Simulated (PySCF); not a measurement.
## Cr⁺ (chromium, charge +1) across methods

[Ar] 3d4 4s1, high-spin 6D determinant (an excited configuration). Calculation: PySCF 2.14, in x2c-QZVPPall with one added diffuse shell each of s, p, d, f, g type (12s8p6d4f3g, 121 functions); the spin-free X2C one-electron Hamiltonian (Gaussian nucleus).

| method | E (hartree) | mean ε 3p β (eV) | mean ε 3d α (eV) | mean ε 4s α (eV) | Σ⟨r²⟩ (bohr²) | ⟨S²⟩ |
| --- | --- | --- | --- | --- | --- | --- |
| PBE0 | -1050.282 | -57.123 | -17.178 | -12.747 | 26.58 | 8.750 |
| r2SCANh | -1050.451 | -56.141 | -16.275 | -12.586 | 26.44 | 8.751 |
| PBE | -1050.253 | -54.390 | -15.058 | -12.083 | 26.69 | 8.750 |
| TPSS | -1050.512 | -54.677 | -15.055 | -11.996 | 26.64 | 8.750 |
| UHF | -1049.42561 | -63.981 | -23.066 | -14.379 | 26.83 | 8.751 |
| LDA | -1048.162 | -54.508 | -15.211 | -12.315 | 26.56 | 8.750 |
| M06-2X | -1050.474 | -59.959 | -19.274 | -13.266 | 26.59 | 8.751 |
| r2SCAN | -1050.459 | -55.146 | -15.468 | -12.334 | 26.46 | 8.751 |
